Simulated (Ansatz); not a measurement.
# Relaxing a trial structure of BFGaGeH

The starting geometry of this gas-phase singlet was optimised with GFN2-xTB.

```yaml
atoms:
  - { symbol: B, position_ang: [1.3891, 0.8560, 0.1754] }
  - { symbol: F, position_ang: [-2.4218, -0.3554, 0.7731] }
  - { symbol: Ga, position_ang: [-0.7137, 0.1424, 0.4926] }
  - { symbol: Ge, position_ang: [1.3609, -0.9494, -0.3918] }
  - { symbol: H, position_ang: [1.5086, 1.9716, 0.4994] }
```

Question: Predict what becomes of its bonds when it is optimised with r2SCAN-D4/def2-SVP.

Answer: It keeps its bonds.

The energy falls by 0.35 eV over 8 steps:

```csv
step,E − E(last) (eV)
1,0.345
2,0.130
3,0.030
4,0.002
5,0.001
6,0.000
7,0.000
8,0.000
```

Final geometry (Å):

```xyz
5

B     1.2756    0.8519    0.2035
F    -2.2804    0.0108    0.8538
Ga   -0.6323   -0.2445    0.3472
Ge    1.4417   -0.9547   -0.4139
H     1.3185    2.0017    0.5581
```

Frequencies at the end are all real (lowest 105 cm⁻¹). Run with Ansatz 0.2.0, 18 s on 2 threads of Intel(R) Xeon(R) Platinum 8259CL CPU @ 2.50GHz (Skylake/Cascade Lake), on a shared host.
